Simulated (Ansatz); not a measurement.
`S[CH2][GeH2][Cl]`. The species carries charge 0 and has multiplicity 1.

```
atom    x (Å)    y (Å)    z (Å)
  S1  -1.1627  -1.6685   0.4393
  C2   0.0546  -0.8044  -0.5755
 Ge3   0.1847   1.0945  -0.1388
 Cl4   0.7455   1.1941   1.9486
  H5  -0.6964  -1.2589   1.6315
  H6   1.0353  -1.2785  -0.5145
  H7  -0.2955  -0.8902  -1.6072
  H8   1.3029   1.8101  -0.9144
  H9  -1.1685   1.8019  -0.2689
```

(1) What are the harmonic wavenumbers in cm⁻¹ at PBE0-D4/def2-TZVP (Ansatz, finite differences of forces, unscaled)? (Best estimate.)

(2) Is this a minimum?

(3) Give the ideal-gas thermochemistry at 298.15 K and 1 bar (rigid rotor, harmonic oscillator; point group C1, symmetry number 1).

(4) Rotational constants (cm⁻¹)?

Results:

(1) Computed: 76, 134, 202, 254, 415, 466, 583, 629, 700, 767, 785, 857, 930, 1140, 1176, 1420, 2153, 2183, 2695, 3076, 3136.

(2) Yes, all 21 modes are real.

(3) Zero-point energy 142.2 kJ/mol; H(298) − E = 162.1 kJ/mol; entropy 349.7 J/(mol·K), of which translation 171.9, rotation 117.5, vibration 60.2; G(298) − E = 57.8 kJ/mol. Modes under 100 cm⁻¹ are hindered rotations or soft bends, so the harmonic entropy is rough.

(4) 0.127, 0.05609, 0.04153.
